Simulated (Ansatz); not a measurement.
A run for Ansatz (a program for electronic structure): R-PBE0/def2-TZVPP on GeH2O (SMILES [OH][GeH]), a point of a torsion scan.

Ansatz 0.2 input:
```yaml
crystal:
  periodic: [false, false, false]
  atoms:
    - {symbol: O, position_ang: [-0.84967570, 0.28992502, 0.25007852]}
    - {symbol: Ge, position_ang: [0.82128720, 0.57153314, -0.25231020]}
    - {symbol: H, position_ang: [-1.41931559, -0.36316972, -0.14868944]}
    - {symbol: H, position_ang: [0.75410206, 2.17306570, 0.18185049]}
basis:
  gaussian:
    orbitals: def2-TZVPP
hamiltonian:
  xc: {name: PBE0}
scf: {lower_state_search: off}
```

The head of its log:

```
WARN ansatz: RAYON_NUM_THREADS=1 ignored (pool sized by the plan → 1); use --threads N
Functional definition: PBE0
these checks for a lower state are left out or cut short: stability, starts, cluster_reference, orbital_swaps, neighbouring_geometries, increment
integrals: 0.03 GiB planned
670 factors; their error is unknown
mean field: 0.30 GiB planned
mean field evaluation 1: about -58583.3865 eV, gradient 5.7e1 eV
mean field evaluation 2: about -58546.6455 eV, gradient 1.4e2 eV
```

Question: What total energy does the run end on?

Answer: -2153.1066 hartree.
